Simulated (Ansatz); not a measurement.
`[OH][Al]1[CH2][CH2]1` + `B[CH]([GeH3])Br` → `[Br][Al]1[CH2][CH2]1` + `B[CH](O)[GeH3]` at 500 K and 1 bar (redistribution).

Program: Ansatz. Geometries: PBE0-D4/def2-TZVP. ΔE: electronic, gas phase. CBS: MP2 limit from def2 TZ/QZ plus the TZ coupled-cluster correction, frozen cores. For Br, Ge outer-core shells are correlated without core-valence functions, which leaves a few kJ/mol of doubt a bond. Scalar relativity is left out up to krypton. Each species was taken in one conformer, which may not be the lowest.

```
               species  CCSD(T)/CBS energy (Eh)  H − E (kJ/mol)  S (J/(mol·K))
`[OH][Al]1[CH2][CH2]1`               -396.29709           210.1          364.2
     `B[CH]([GeH3])Br`              -4715.86065           207.5          420.3
`[Br][Al]1[CH2][CH2]1`              -2893.85018           175.3          370.1
      `B[CH](O)[GeH3]`              -2218.29983           245.8          402.8
```

H − E and S are ideal-gas, rigid-rotor, harmonic terms from PBE0-D4/def2-TZVP, for one conformer and one mirror image of each species. 1 Eh = 2625.50 kJ/mol, R = 8.31446 J/(mol·K).

Question: By hand: ΔE, ΔH, ΔS and ΔG.

Answer: ΔE = (-2893.85018) + (-2218.29983) − (-396.29709) − (-4715.86065) = 0.00773 Eh = 20.3 kJ/mol. Δ(H − E) = 175.3 + 245.8 − 210.1 − 207.5 = 3.5, so ΔH = 23.8 kJ/mol. ΔS = 370.1 + 402.8 − 364.2 − 420.3 = -11.6 J/(mol·K). ΔG = 23.8 − 500 × (-11.6)/1000 = 29.6 kJ/mol.

Question: By hand: the equilibrium constant, and the temperature at which ΔG would vanish if ΔH and ΔS stayed fixed.

Answer: log₁₀ K = −ΔG/(RT ln 10) = -3.1. ΔH and −TΔS have one sign here, so there is no such temperature.

The number of gas molecules stays the same, so ΔS is small and ΔH decides. A doubt of 5 kJ/mol in ΔE shifts log₁₀ K by 0.5 here. Other conformers and mirror images would add mixing entropy, several J/(mol·K) or more a flexible species. These are equilibria of isolated gas molecules and say nothing of rates. Largest T1 diagnostic: 0.013 (customary marks: 0.02 for closed shells, 0.045 for open ones).

ΔS is within the doubt of such terms, so its sign, and with it that verdict, could turn.
